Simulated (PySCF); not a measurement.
This PySCF input asks for the NMR shieldings of SMILES OB(P)C1CC1, C3H8BOP; the geometry comes from GFN2-xTB.

```python
import basis_set_exchange as bse
import numpy as np
from pyscf import gto, dft
from pyscf.prop import nmr

atoms = """
O     1.426576   -1.307041    1.429856
B     0.862508   -0.600197    0.446388
P     1.876524   -0.102069   -1.127701
C    -0.666955   -0.308117    0.564706
C    -1.520191   -0.197269   -0.680914
C    -1.271358    1.013073    0.141288
H     2.354422   -1.537900    1.361712
H     1.326530    1.146843   -1.324801
H     2.968482    0.403953   -0.441511
H    -1.154774   -0.768172    1.417643
H    -1.015386   -0.278038   -1.634228
H    -2.500694   -0.647500   -0.665454
H    -2.076938    1.409385    0.740578
H    -0.609425    1.772576   -0.249728
"""
names = dict.fromkeys(["O", "B", "P", "C", "H"], "pcSseg-1")
basis = {el: gto.basis.parse(bse.get_basis(n, elements=[el], fmt="nwchem")) for el, n in names.items()}
mol = gto.M(atom=atoms, basis=basis, charge=0, verbose=0)
mf = dft.RKS(mol, xc="PBE0")
mf.grids.level = 2
mf.grids.alignment = dft.numint.BLKSIZE   # the property module wants whole blocks of grid points
mf.conv_tol = 1e-9
mf.kernel()

calc = nmr.RKS(mf)   # GIAO
C = mf.mo_coeff
Co = C[:, mf.mo_occ > 0]
resp = mf.gen_response(singlet=True, hermi=2)
def vind(x):   # induced exchange potential for any number of trial vectors
    d = np.einsum("pi,xij,qj->xpq", C, 2 * x.reshape(-1, C.shape[1], Co.shape[1]), Co, optimize=True)
    return np.einsum("xpq,pi,qj->xij", resp(d - d.transpose(0, 2, 1)), C, Co, optimize=True).ravel()
mo1, _ = nmr.rhf.solve_mo1(calc, with_cphf=vind)
sigma = calc.kernel(mo1)
for i, s in enumerate(sigma):   # ppm
    print("%2d %-2s %9.2f" % (i, mol.atom_pure_symbol(i), np.trace(s) / 3))
```

Task: What does it print?

Result: 
```
 0 O     134.35
 1 B      43.19
 2 P     590.46
 3 C     177.21
 4 C     179.29
 5 C     177.59
 6 H      25.82
 7 H      30.50
 8 H      30.89
 9 H      31.39
10 H      31.48
11 H      30.94
12 H      30.92
13 H      31.27
```

These numbers come from an equivalent density-fitted implementation of the same equations, which agrees with the script to about 0.01 ppm for H and up to a few tenths of a ppm for heavy atoms, so last digits may differ.

Size and cost of the density-fitted run: 149 basis functions, 14 s wall time on 1 thread of an Arm Neoverse V1, shared host.
